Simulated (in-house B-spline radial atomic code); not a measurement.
A calculation on Ta XXX (Ta29+): its settings, and results tabulated from the run. Computed with a radial B-spline atomic code at the basis-set limit: scalar-relativistic (X2C) r2SCAN, spin-polarised, spherical fractional occupations, Fermi nucleus of rms radius 5.3507 fm.

Command:
```bash
python run_scf.py task.json out
```
Settings (nuclear radius in fm, mass in u):
```
Z                73
configuration    [Kr] 4d8
hamiltonian      x2c
method           r2scan
spin_polarised   True
nucleus          fermi
rms_radius       5.3507
atomic_mass      180.948
speed_of_light   137.035999084
```

Output (hartree, bohr):
```
 radial grid: 59 intervals, B-splines of order 8, outer radius 3.5017 bohr

 iter        energy (Eh)    residual
    1      -15193.990442    1.77e-01
    2      -15194.000834    2.52e-03
    3      -15194.000846    1.14e-03
    4      -15194.000848    5.26e-04
    5      -15194.000848    5.52e-05
    6      -15194.000848    1.28e-05
    7      -15194.000848    4.96e-07

 total energy                    -15194.00085
 kinetic                           17117.7185
 electron-nucleus                 -36160.3540
 Hartree                            4128.0838
 exchange-correlation               -279.4492

 orbital      occ     eigenvalue          <r>       <r^2>       <1/r>       r_max
 1s up      1.000     -2508.7157    0.0178731 0.000447253     93.4708     0.01074
 1s down    1.000     -2508.7153    0.0178731  0.00044725     93.4708     0.01074
 2s up      1.000      -463.7936    0.0781849  0.00729387     21.8136     0.06669
 2s down    1.000      -463.6874    0.0781784  0.00729282     21.8165     0.06669
 2p up      3.000      -412.2326    0.0700565  0.00601345     18.3802     0.05421
 2p down    3.000      -412.1497    0.0700479  0.00601207     18.3824      0.0542
 3s up      1.000      -136.0804     0.203202   0.0473267      7.9051      0.1884
 3s down    1.000      -136.0602     0.203166   0.0473023      7.9045      0.1884
 3p up      3.000      -120.5858     0.202833   0.0477678     6.98134      0.1858
 3p down    3.000      -120.5554     0.202788   0.0477366     6.98103      0.1859
 3d up      5.000      -102.0654     0.184356   0.0397538     6.49835      0.1517
 3d down    5.000      -101.9932     0.184367   0.0397497     6.49692      0.1518
 4s up      1.000       -54.9211     0.429135    0.207093     3.52669      0.4148
 4s down    1.000       -54.7038     0.429408    0.207369     3.52351      0.4149
 4p up      3.000       -49.3540     0.444603    0.223582     3.18723      0.4287
 4p down    3.000       -49.1398     0.444985    0.223976     3.18357      0.4287
 4d up      5.000       -42.2258     0.451614     0.23315     2.93208      0.4286
 4d down    3.000       -42.0104      0.45207    0.233678     2.92985      0.4287
```

Cost of the run: 0.56 s on 1 thread of Arm Neoverse N1, on a shared host.

One-electron X2C: radii and densities carry no picture-change correction, so inner-shell <1/r> comes out high (for 1s by about 2 % at Z = 33, 5 % at 54, 10 % at 75, 30 % at 118) and <r> low.
